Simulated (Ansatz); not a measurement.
Stepwise reaction of `[O]=[W]([F])([F])=[S]` with water, as a gas-phase model of exchange steps in deposition or etching. ΔE in kJ/mol; ΔG adds harmonic PBE0-D4 terms to CCSD(T)/CBS, at 1 bar.

Computed with Ansatz on PBE0-D4/def2-TZVP structures; ΔE is electronic, products minus reactants. CCSD(T)/CBS is the MP2 limit (def2-TZVPP, def2-QZVPP) plus CCSD(T) − MP2 in def2-TZVPP, frozen cores. This one scheme is used for every species. Functionals use def2-TZVPP. B3LYP here is the variant with VWN-RPA as its local correlation; programs differ in this. def2 core potentials past Kr. For W outer-core shells are correlated without core-valence functions, which leaves a few kJ/mol of doubt a bond. Each species was taken in one conformer, which may not be the lowest.

| step | reaction | PBE-D4 | B3LYP-D4 | ωB97M-V | CCSD(T)/CBS | ΔG(600 K) |
| --- | --- | --- | --- | --- | --- | --- |
| 1 | `[O]=[W]([F])([F])=[S]` + H₂O → `[O]=[W]([OH])([F])=[S]` + H–F | 17.4 | 16.0 | 15.8 | 10.4 | 12.3 |
| 2 | `[O]=[W]([OH])([F])=[S]` + H₂O → `[O]=[W]([OH])([OH])=[S]` + H–F | 24.7 | 23.7 | 24.4 | 18.8 | 18.9 |

(1) By hand: ΔE of the 2 steps together at CCSD(T)/CBS.

## Answers

(1) (10.4) + (18.8) = 29.2 kJ/mol, or 14.6 kJ/mol a step.

In ΔE each step is higher than the one before. All are uphill at CCSD(T)/CBS. ΔG lies between 12.3 and 18.9 kJ/mol a step. PBE-D4 differs from CCSD(T)/CBS by 5.9 to 7.0 kJ/mol a step. Isolated molecules leave out the surface, adducts and barriers. Largest T1 diagnostic: 0.023.
